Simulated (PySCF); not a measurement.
# Krypton: highly charged ions in a basis for the neutral atom

Kr(18+) [Ar], Kr(19+) [Ne] 3s2 3p5. Calculation: PySCF 2.14, in Sapporo-DKH3-DZP-2012; the spin-free X2C one-electron Hamiltonian (Gaussian nucleus). No spin-orbit coupling, so a gap to NIST mixes the basis error with missing relativistic terms.

Changed run: basis of the neutral atom used for a highly charged ion. This setting is unsound on purpose.

```
species  method  sound run (hartree)  changed run (hartree)  converged
Kr(18+)     UHF              not run            -2613.45167        yes
Kr(18+)   B3LYP              not run            -2614.34498        yes
Kr(18+)    BP86              not run            -2614.71700        yes
Kr(19+)     UHF              not run            -2584.42895        yes
Kr(19+)   B3LYP              not run            -2585.26446        yes
Kr(19+)    BP86              not run            -2585.63225        yes
```

Ionisation energy of Kr(18+):

```csv
method,changed run (eV),NIST (eV)
UHF,789.75,785.32
B3LYP,791.32,785.32
BP86,791.44,785.32
```

The contracted functions were made for the neutral atom and can be too rigid for a highly charged ion.
